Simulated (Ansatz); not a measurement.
A nudged elastic band was laid between two geometries of CH₇NOSi (11 atoms, charge 0, multiplicity 1).

All numbers below come from Ansatz, RKS PBE0/def2-mTZVP.

```yaml
movable_images: 7
climbing_image: yes
spring: 5.0 eV/Å²
optimiser: quadratic models (default)
start_path: through a guess of the saddle point
force_threshold: 0.05 eV/Å
iteration_limit: 60
end_points: relaxed
```

First end point:

```xyz
11
Properties=species:S:1:pos:R:3
C -1.135 0.887 0.240
Si -0.010 -0.600 0.128
N 1.609 -0.005 0.147
O -0.246 -1.508 -1.240
H -2.177 0.587 0.111
H -1.055 1.382 1.212
H -0.906 1.627 -0.533
H -0.327 -1.575 1.207
H 2.395 -0.630 0.253
H 1.816 0.900 0.544
H 0.101 -1.121 -2.050
```

Last end point:

```xyz
11
Properties=species:S:1:pos:R:3
C -1.208 0.909 0.317
Si -0.008 -0.487 0.050
N 1.611 0.015 0.337
O -0.329 -0.990 -1.504
H -2.231 0.595 0.100
H -1.170 1.267 1.348
H -0.981 1.754 -0.340
H -0.204 -1.618 1.000
H 2.301 -0.615 0.717
H 2.041 0.789 -0.146
H 0.243 -1.676 -1.858
```

**Question.** What changes between the two ends?

**Answer.** No bond is made or broken. The dihedral H8–Si2–O4–H11 goes from -167 to -63°.

**Question.** Give the energies along the band, and the barrier.

**Answer.** The run converged. The highest image is number 4 of 0 to 8, 0.027 eV above the first end and 0.040 eV above the last; the last end lies 0.013 eV below the first. A vibrational analysis at the climbing image gives one clearly imaginary mode, 202i cm⁻¹: a first-order saddle point.

```
image  path coordinate (Å)  energy (eV)  dihedral H8–Si2–O4–H11 (°)
    0                 0.00        0.000                        -167
    1                 0.19        0.003                        -160
    2                 0.38        0.011                        -150
    3                 0.57        0.022                        -136
    4                 0.76        0.027                        -121
    5                 0.96        0.020                        -105
    6                 1.15        0.006                         -91
    7                 1.35       -0.007                         -77
    8                 1.54       -0.013                         -63
```

**Question.** What is the geometry of the highest image?

**Answer.** 
```xyz
11
Properties=species:S:1:pos:R:3
C -1.165 0.899 0.295
Si -0.040 -0.573 0.086
N 1.603 -0.064 0.164
O -0.381 -1.303 -1.368
H -2.205 0.619 0.110
H -1.104 1.316 1.303
H -0.917 1.692 -0.417
H -0.280 -1.598 1.139
H 2.332 -0.630 0.570
H 1.865 0.908 0.122
H 0.358 -1.323 -1.983
```

**Question.** What are the harmonic wavenumbers there?

**Answer.** 202i, 153, 187, 242, 266, 299, 321, 644, 685, 787, 808, 834, 901, 905, 939, 970, 1320, 1476, 1482, 1629, 2217, 3051, 3125, 3135, 3619, 3714, 3913 cm⁻¹.

The band took 11 iterations and of the order of 6 core-minutes.

Run time: 3.3 min on 2 threads of Arm Neoverse V1, with other jobs on the host, peak memory 0.21 GiB.
